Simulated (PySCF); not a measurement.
Compound: C₅H₁₀O₃.
Numbering: `[CH3:1][O:2][C@@H:3]1[O:4][CH2:5][O:6][C@@H:7]1[CH3:8]`

Geometry (GFN2-xTB, Å), atoms numbered from 1 in this order:
```
atom  x, y, z in Å
C1    -2.3804   -0.3948    0.2615
O2    -1.0640   -0.5953   -0.2107
C3    -0.1115    0.1568    0.4701
O4    -0.2319    1.5369    0.2225
C5     0.6379    1.8030   -0.8437
O6     1.7676    1.0133   -0.6318
C7     1.3157   -0.1973   -0.0397
C8     1.3412   -1.3608   -1.0219
H9    -2.6733    0.6547    0.1723
H10   -2.4657   -0.7033    1.3098
H11   -3.0219   -1.0150   -0.3602
H12   -0.2251    0.0190    1.5577
H13    0.1537    1.5548   -1.8071
H14    0.9196    2.8576   -0.8226
H15    1.9809   -0.4040    0.8062
H16    0.9926   -2.2636   -0.5308
H17    0.6961   -1.1530   -1.8697
H18    2.3597   -1.5026   -1.3719
```

NICS is the negative of the GIAO shielding at a point without a nucleus: at the ring centre (0) and 1 Å above and below it (1); zz is the component along the ring normal. Level: GIAO PBE0/pcSseg-1 (PySCF, non-relativistic, gas phase) on the GFN2-xTB geometry, one conformer.

Ring bond lengths (Å), with Mayer bond orders in brackets: C3–O4 1.407 (0.95), O4–C5 1.401 (0.94), C5–O6 1.395 (0.97), O6–C7 1.421 (0.90), C7–C3 1.556 (1.00).

Question: What do the NICS probes read (ppm)?

Answer: 
```
          ring                                               type  NICS(0)  NICS(1), two faces  NICS(1)zz, two faces  rms pucker (Å)  centre to ring atoms, mean (Å)
C3–O4–C5–O6–C7  5-membered ring with 2 O; formal bonds all single     -9.5         -4.0 / -3.0           -9.2 / -4.7            0.15                            1.21
```

Question: What do they say, and how far can they be read as aromaticity?

Answer: 
- C3–O4–C5–O6–C7: mean NICS(1)zz -6.9 ppm, shielded. C3, C5, C7 have four or more neighbours, so the value isn't read as a sign of a π ring current. A hydrogen on C5, outside the ring, lies only 1.36 Å from a NICS(1) probe, which then mostly feels that atom. The two faces differ by 4.5 ppm, so no symmetry operation interchanges them. NICS(0) lies 6 ppm below the mean NICS(1).

Question: List the ring angles and the Hirshfeld charges of the ring atoms.

Answer: 
- C3–O4–C5–O6–C7: C3 104.1° (+0.101 e), O4 105.5° (-0.156 e), C5 106.2° (+0.064 e), O6 106.7° (-0.158 e), C7 103.5° (+0.039 e); sum 526.1° against 540° for a flat convex ring.

Question: How shielded are the nuclei of the rings and their hydrogens (means over atoms taken as equivalent)?

Answer: 
| atoms | environment | σ isotropic (ppm) | principal values of the symmetric part, first atom (ppm) |
| --- | --- | --- | --- |
| C3 | sp3 carbon bearing two oxygens | 79.9 | 51.4, 82.7, 105.7 |
| O4 | cyclic ether oxygen | 210.7 | 138.8, 202.4, 291.1 |
| C5 | sp3 carbon bearing two oxygens | 90.8 | 53.7, 95.2, 123.7 |
| O6 | cyclic ether oxygen | 239.4 | 143.6, 245.3, 329.4 |
| C7 | sp3 carbon bound to oxygen | 106.7 | 72.9, 100.4, 146.7 |
| H12 | methine hydrogen | 26.62 | 23.5, 25.6, 30.9 |
| H13 | methylene hydrogen | 26.58 | 22.7, 25.2, 31.8 |
| H14 | methylene hydrogen | 26.47 | 22.0, 25.0, 32.4 |
| H15 | methine hydrogen | 27.28 | 23.7, 25.9, 32.2 |

Time: 29 s of wall time; peak memory 0.84 GiB. Hardware: an Intel Xeon Platinum 8488C with one thread (shared host). This is the whole shielding run at PBE0/pcSseg-1, SCF included.
